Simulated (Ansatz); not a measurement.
## Molecular dynamics of GaH4N

Input file:

```yaml
crystal:
  periodic: [false, false, false]
  atoms:
    - { symbol: Ga, position_ang: [0.368386, 0.409908, -0.285418] }
    - { symbol: "N", position_ang: [1.054144, -0.041817, 1.533414] }
    - { symbol: H, position_ang: [0.697143, -0.614913, 2.307219] }
    - { symbol: H, position_ang: [1.862302, 0.487458, 1.858363] }
    - { symbol: H, position_ang: [1.771672, -0.317562, 0.234998] }
    - { symbol: H, position_ang: [-1.190249, 0.076925, -0.325874] }
basis:
  gaussian: { orbitals: def2-SVP }
hamiltonian:
  xc: pbe0
md:
  timestep: 0.5
  n_steps: 200
  ensemble: nve
  temperature: 300.0
  initial_velocities: maxwell_boltzmann
  seed: 6880
```

Launched with:

```bash
$ ansatz run input.yaml --threads 1 --pin off --max-ram 2048MiB --backend cpu --events-out ev --progress --plain --runs-dir out
```

It starts at the highest image of a converged band. Of that band: The profile has 2 maxima (images 2, 5) with wells between them (image 3): this band takes more than one step, which may be the mechanism or a detour left from its start path. Neighbouring images differ by up to 2.0 eV, so the band resolves the path poorly. A vibrational analysis at the climbing image gives one clearly imaginary mode, 1422i cm⁻¹: a first-order saddle point.

Output, in part (one step line in 4, the closing report, with atoms numbered from 0):

```
md step     0: t =     0.00 fs  T =   300.0 K  F+E_penalty+E_count = -53913.99790671 eV  E_kin = 0.155112 eV  conserved = -53913.84279471 eV  (26 SCF iters)
md step     4: t =     2.00 fs  T =   182.8 K  F+E_penalty+E_count = -53913.93543266 eV  E_kin = 0.094503 eV  conserved = -53913.84093008 eV  (28 SCF iters)
md step     8: t =     4.00 fs  T =   263.7 K  F+E_penalty+E_count = -53913.97904194 eV  E_kin = 0.136320 eV  conserved = -53913.84272165 eV  (27 SCF iters)
md step    12: t =     6.00 fs  T =   157.6 K  F+E_penalty+E_count = -53913.92285873 eV  E_kin = 0.081478 eV  conserved = -53913.84138056 eV  (27 SCF iters)
md step    16: t =     8.00 fs  T =   177.6 K  F+E_penalty+E_count = -53913.93357624 eV  E_kin = 0.091843 eV  conserved = -53913.84173359 eV  (27 SCF iters)
md step    20: t =    10.00 fs  T =   210.9 K  F+E_penalty+E_count = -53913.95148904 eV  E_kin = 0.109045 eV  conserved = -53913.84244419 eV  (28 SCF iters)
md step    24: t =    12.00 fs  T =   154.0 K  F+E_penalty+E_count = -53913.92079028 eV  E_kin = 0.079643 eV  conserved = -53913.84114703 eV  (28 SCF iters)
md step    28: t =    14.00 fs  T =   315.7 K  F+E_penalty+E_count = -53914.00542589 eV  E_kin = 0.163234 eV  conserved = -53913.84219220 eV  (28 SCF iters)
md step    32: t =    16.00 fs  T =   448.7 K  F+E_penalty+E_count = -53914.07268372 eV  E_kin = 0.231975 eV  conserved = -53913.84070879 eV  (27 SCF iters)
md step    36: t =    18.00 fs  T =  1024.9 K  F+E_penalty+E_count = -53914.37160934 eV  E_kin = 0.529930 eV  conserved = -53913.84167911 eV  (26 SCF iters)
md step    40: t =    20.00 fs  T =  1793.9 K  F+E_penalty+E_count = -53914.76883833 eV  E_kin = 0.927531 eV  conserved = -53913.84130719 eV  (29 SCF iters)
md step    44: t =    22.00 fs  T =  2868.2 K  F+E_penalty+E_count = -53915.32591498 eV  E_kin = 1.482997 eV  conserved = -53913.84291769 eV  (24 SCF iters)
md step    48: t =    24.00 fs  T =  3751.4 K  F+E_penalty+E_count = -53915.78324086 eV  E_kin = 1.939641 eV  conserved = -53913.84359942 eV  (24 SCF iters)
md step    52: t =    26.00 fs  T =  4114.7 K  F+E_penalty+E_count = -53915.97045378 eV  E_kin = 2.127460 eV  conserved = -53913.84299401 eV  (25 SCF iters)
md step    56: t =    28.00 fs  T =  4197.6 K  F+E_penalty+E_count = -53916.01405409 eV  E_kin = 2.170307 eV  conserved = -53913.84374668 eV  (23 SCF iters)
md step    60: t =    30.00 fs  T =  3889.8 K  F+E_penalty+E_count = -53915.85316492 eV  E_kin = 2.011188 eV  conserved = -53913.84197645 eV  (23 SCF iters)
md step    64: t =    32.00 fs  T =  3617.0 K  F+E_penalty+E_count = -53915.71345721 eV  E_kin = 1.870130 eV  conserved = -53913.84332704 eV  (23 SCF iters)
md step    68: t =    34.00 fs  T =  3149.4 K  F+E_penalty+E_count = -53915.47040072 eV  E_kin = 1.628379 eV  conserved = -53913.84202169 eV  (23 SCF iters)
md step    72: t =    36.00 fs  T =  2889.2 K  F+E_penalty+E_count = -53915.33612245 eV  E_kin = 1.493836 eV  conserved = -53913.84228609 eV  (24 SCF iters)
md step    76: t =    38.00 fs  T =  2773.9 K  F+E_penalty+E_count = -53915.27706141 eV  E_kin = 1.434193 eV  conserved = -53913.84286888 eV  (23 SCF iters)
md step    80: t =    40.00 fs  T =  2608.2 K  F+E_penalty+E_count = -53915.19149522 eV  E_kin = 1.348564 eV  conserved = -53913.84293168 eV  (23 SCF iters)
md step    84: t =    42.00 fs  T =  2304.3 K  F+E_penalty+E_count = -53915.03421002 eV  E_kin = 1.191410 eV  conserved = -53913.84280012 eV  (23 SCF iters)
md step    88: t =    44.00 fs  T =  2063.2 K  F+E_penalty+E_count = -53914.90811559 eV  E_kin = 1.066771 eV  conserved = -53913.84134484 eV  (24 SCF iters)
md step    92: t =    46.00 fs  T =  2336.9 K  F+E_penalty+E_count = -53915.05233400 eV  E_kin = 1.208278 eV  conserved = -53913.84405623 eV  (24 SCF iters)
md step    96: t =    48.00 fs  T =  2260.7 K  F+E_penalty+E_count = -53915.01163515 eV  E_kin = 1.168865 eV  conserved = -53913.84277015 eV  (23 SCF iters)
md step   100: t =    50.00 fs  T =  2011.5 K  F+E_penalty+E_count = -53914.88288779 eV  E_kin = 1.040011 eV  conserved = -53913.84287726 eV  (24 SCF iters)
md step   104: t =    52.00 fs  T =  1788.2 K  F+E_penalty+E_count = -53914.76609681 eV  E_kin = 0.924561 eV  conserved = -53913.84153623 eV  (24 SCF iters)
md step   108: t =    54.00 fs  T =  2000.8 K  F+E_penalty+E_count = -53914.87654033 eV  E_kin = 1.034512 eV  conserved = -53913.84202816 eV  (24 SCF iters)
md step   112: t =    56.00 fs  T =  2472.3 K  F+E_penalty+E_count = -53915.12095461 eV  E_kin = 1.278284 eV  conserved = -53913.84267103 eV  (25 SCF iters)
md step   116: t =    58.00 fs  T =  2939.9 K  F+E_penalty+E_count = -53915.36356922 eV  E_kin = 1.520022 eV  conserved = -53913.84354694 eV  (24 SCF iters)
md step   120: t =    60.00 fs  T =  3154.8 K  F+E_penalty+E_count = -53915.47320832 eV  E_kin = 1.631140 eV  conserved = -53913.84206869 eV  (24 SCF iters)
md step   124: t =    62.00 fs  T =  3511.4 K  F+E_penalty+E_count = -53915.65823164 eV  E_kin = 1.815552 eV  conserved = -53913.84267955 eV  (25 SCF iters)
md step   128: t =    64.00 fs  T =  3825.9 K  F+E_penalty+E_count = -53915.82261666 eV  E_kin = 1.978157 eV  conserved = -53913.84445924 eV  (25 SCF iters)
md step   132: t =    66.00 fs  T =  3492.5 K  F+E_penalty+E_count = -53915.64860592 eV  E_kin = 1.805785 eV  conserved = -53913.84282134 eV  (25 SCF iters)
md step   136: t =    68.00 fs  T =  2947.9 K  F+E_penalty+E_count = -53915.36667769 eV  E_kin = 1.524175 eV  conserved = -53913.84250277 eV  (25 SCF iters)
md step   140: t =    70.00 fs  T =  2526.8 K  F+E_penalty+E_count = -53915.14768060 eV  E_kin = 1.306437 eV  conserved = -53913.84124370 eV  (25 SCF iters)
md step   144: t =    72.00 fs  T =  2635.4 K  F+E_penalty+E_count = -53915.20482648 eV  E_kin = 1.362614 eV  conserved = -53913.84221290 eV  (25 SCF iters)
md step   148: t =    74.00 fs  T =  2964.0 K  F+E_penalty+E_count = -53915.37583423 eV  E_kin = 1.532493 eV  conserved = -53913.84334082 eV  (25 SCF iters)
md step   152: t =    76.00 fs  T =  2989.2 K  F+E_penalty+E_count = -53915.38976969 eV  E_kin = 1.545527 eV  conserved = -53913.84424250 eV  (25 SCF iters)
md step   156: t =    78.00 fs  T =  2407.4 K  F+E_penalty+E_count = -53915.08584339 eV  E_kin = 1.244731 eV  conserved = -53913.84111262 eV  (25 SCF iters)
md step   160: t =    80.00 fs  T =  2296.1 K  F+E_penalty+E_count = -53915.02871917 eV  E_kin = 1.187158 eV  conserved = -53913.84156082 eV  (25 SCF iters)
md step   164: t =    82.00 fs  T =  2633.5 K  F+E_penalty+E_count = -53915.20534255 eV  E_kin = 1.361626 eV  conserved = -53913.84371658 eV  (25 SCF iters)
md step   168: t =    84.00 fs  T =  2577.2 K  F+E_penalty+E_count = -53915.17505867 eV  E_kin = 1.332490 eV  conserved = -53913.84256878 eV  (26 SCF iters)
md step   172: t =    86.00 fs  T =  2387.5 K  F+E_penalty+E_count = -53915.07701452 eV  E_kin = 1.234453 eV  conserved = -53913.84256106 eV  (29 SCF iters)
md step   176: t =    88.00 fs  T =  2255.4 K  F+E_penalty+E_count = -53915.00737842 eV  E_kin = 1.166144 eV  conserved = -53913.84123419 eV  (28 SCF iters)
md step   180: t =    90.00 fs  T =  2512.2 K  F+E_penalty+E_count = -53915.14152115 eV  E_kin = 1.298930 eV  conserved = -53913.84259160 eV  (26 SCF iters)
md step   184: t =    92.00 fs  T =  2790.6 K  F+E_penalty+E_count = -53915.28568932 eV  E_kin = 1.442838 eV  conserved = -53913.84285105 eV  (26 SCF iters)
md step   188: t =    94.00 fs  T =  2920.8 K  F+E_penalty+E_count = -53915.35368786 eV  E_kin = 1.510147 eV  conserved = -53913.84354120 eV  (25 SCF iters)
md step   192: t =    96.00 fs  T =  2627.2 K  F+E_penalty+E_count = -53915.20124307 eV  E_kin = 1.358386 eV  conserved = -53913.84285694 eV  (25 SCF iters)
md step   196: t =    98.00 fs  T =  2317.9 K  F+E_penalty+E_count = -53915.03954641 eV  E_kin = 1.198450 eV  conserved = -53913.84109664 eV  (24 SCF iters)
md step   200: t =   100.00 fs  T =  2585.1 K  F+E_penalty+E_count = -53915.17985799 eV  E_kin = 1.336587 eV  conserved = -53913.84327141 eV  (25 SCF iters)
Total energy: -53915.17988433 eV, -1981.3463157275 hartree
Atom 0 at     0.420606     0.340456    -0.230126 Å, force    -2.808518     3.102019    -2.452354 eV/Å
Atom 1 at     0.771983     0.144241     1.456932 Å, force     2.434546    -1.151044     2.025349 eV/Å
Atom 2 at     1.470963    -0.578785     1.165841 Å, force     0.274091     0.398720     1.975791 eV/Å
Atom 3 at     1.314048     1.039035     1.582858 Å, force    -0.480110    -1.005392     0.515116 eV/Å
Atom 4 at     1.251183    -0.239672    -1.314508 Å, force     0.390218    -0.825328    -1.147549 eV/Å
Atom 5 at    -0.586533     1.629845    -0.121212 Å, force     0.189773    -0.518975    -0.916352 eV/Å
Dipole moment:     0.320142    -0.144966    -0.191794 e Å
```

The run went to its last step. The conserved energy stayed within 0.46 meV per atom of its start (net change -0.079 meV per atom), so the integration is sound. The system heated up, since it started high on the potential surface and ran downhill. A run of 0.1 ps of so small a system gives no equilibrium averages. The orbitals stay closed-shell, which can raise the energy where a bond breaks towards radicals; this wasn't checked here.

The step under study would form N2–H5 and break Ga1–N2, Ga1–H5. These pairs go: N2–H5 1.51 → 2.84 Å, Ga1–N2 2.00 → 1.73 Å, Ga1–H5 1.66 → 1.48 Å. In the last frame they stand as before the step (other bonds may differ from the relaxed reactants and products). It ends as one piece, GaH4N. Pairs count as bonded within 1.25 times the sum of covalent radii (0.12 Å more for H–H).

Last frame:

```xyz
6
Properties=species:S:1:pos:R:3
Ga 0.421 0.341 -0.230
N 0.772 0.144 1.457
H 1.471 -0.579 1.166
H 1.314 1.039 1.583
H 1.251 -0.240 -1.315
H -0.587 1.630 -0.121
```

Time of the run: 3.1 min on 1 thread of Intel(R) Xeon(R) 6975P-C (Granite Rapids), with other jobs on the host, peak memory 0.14 GiB.
